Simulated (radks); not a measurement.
Q: Kr XXIX, 8 electrons, occupied as [He] 2s2 2p4 (the NIST ground configuration). Method: Dirac Kohn-Sham, PBE, spin-unpolarised, spherical densities, finite nucleus; open shells fill j = l - 1/2 first; Fermi nuclear charge, rms radius 4.1884 fm; computed with a radial shooting solver on a logarithmic mesh with Libxc functionals. Some entries of the table are withheld. Estimate them.

orbital,occ.,eigenvalue (hartree),r(max) (bohr)
1s1/2,2,-582.1468,0.02706
2s1/2,2,(1),0.1509
2p1/2,2,(2),(3)
2p3/2,2,(4),(5)
3s1/2,0,(6),0.4007
3p1/2,0,(7),0.3784
3p3/2,0,(8),0.3837
3d3/2,0,-46.13843,0.2996
3d5/2,0,-45.99636,0.3011

A: 
(1) 2s1/2 eigenvalue (hartree): -123.1156
(2) 2p1/2 eigenvalue (hartree): -118.0084
(3) 2p1/2 r(max) (bohr): 0.1176
(4) 2p3/2 eigenvalue (hartree): -115.8214
(5) 2p3/2 r(max) (bohr): 0.1207
(6) 3s1/2 eigenvalue (hartree): -50.47754
(7) 3p1/2 eigenvalue (hartree): -48.80493
(8) 3p3/2 eigenvalue (hartree): -48.23165
